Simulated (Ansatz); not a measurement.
```yaml
crystal:
  periodic: [false, false, false]
  atoms:
    - {symbol: C, position_ang: [-0.752353, 1.812090, 1.260171]}
    - {symbol: C, position_ang: [-0.229645, 0.902774, 0.725174]}
    - {symbol: Al, position_ang: [0.089551, -0.522848, -0.310324]}
    - {symbol: O, position_ang: [1.557577, -0.554129, -1.307612]}
    - {symbol: O, position_ang: [-0.819434, -2.052544, -0.181313]}
    - {symbol: H, position_ang: [-0.732922, 2.839980, 1.929595]}
    - {symbol: H, position_ang: [2.080193, -0.039749, -1.421384]}
    - {symbol: h, position_ang: [-0.865568, -2.583243, -0.671549]}
basis:
  gaussian: {orbitals: def2-TZVPP}
hamiltonian: {xc: {name: wB97X-V}}
output: {forces: true}
```

```sh
$ ansatz run in.yaml --threads 2 --pin off --events-out ev --progress --plain --max-ram 4352MiB
```

Output, abridged:

```
Error: YAML parse error: error: line 11 column 16: `h` is not an element symbol (H … Og, case-exact)
 9 |     - {symbol: H, position_ang: [-0.732922, 2.839980, 1.929595]}
10 |     - {symbol: H, position_ang: [2.080193, -0.039749, -1.421384]}
11 |     - {symbol: h, position_ang: [-0.865568, -2.583243, -0.671549]}
12 | basis:
13 |   gaussian: {orbitals: def2-TZVPP}
```

Q: What is wrong with this run?

A: An element symbol is wrong. The input was rejected before any iteration.
